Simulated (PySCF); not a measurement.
**GeSb: energy against distance**

Set-up: basis Ge def2-SVP, Sb def2-SVP with ECP28; scalar-relativistic core potentials; PySCF 2.14. Energies in eV from Ge + Sb in their ground configurations at the same level. State: ²Π (doublet), unpaired electrons π ↑.

| R (Å) | PBEsol | PBE |
| --- | --- | --- |
| 2.109 | -1.858 | -1.501 |
| 2.207 | -2.583 | -2.264 |
| 2.305 | -2.987 | -2.700 |
| 2.378 | -3.136 | -2.871 |
| 2.452 | -3.186 | -2.941 |
| 2.526 | -3.161 | -2.934 |
| 2.624 | -3.042 | -2.837 |
| 2.746 | -2.801 | -2.620 |
| 2.893 | -2.441 | -2.289 |

Task: Put a parabola through the three lowest points of the PBEsol curve and estimate Re, k and ωe (reduced mass 45.87 u; 1 eV/Å² = 0.16022 mdyn/Å; ωe = 1302.8·√(k/μ) cm⁻¹).

Result: Through R = 2.378, 2.452, 2.526 Å the second-order coefficient is 6.85 eV/Å², so Re ≈ 2.464 Å, k ≈ 2.19 mdyn/Å and ωe ≈ 285 cm⁻¹. A polynomial fit of higher order to the unrounded PBEsol energies gives Re = 2.461 Å, k = 2.14 mdyn/Å, ωe = 282 cm⁻¹; anharmonicity and rounding make the difference.

The higher-order fit for each curve: PBEsol: Re = 2.461 Å, ωe = 282 cm⁻¹, De = 3.19 eV; PBE: Re = 2.480 Å, ωe = 275 cm⁻¹, De = 2.95 eV.

⟨S²⟩ of the unrestricted solution departs from its pure value on part of the curve, where spin states mix. These are scalar-relativistic numbers at best; spin–orbit coupling would shift them, the dissociation energy most. The state is the lowest determinant that a PBE0 search found; another state may lie lower at other levels.
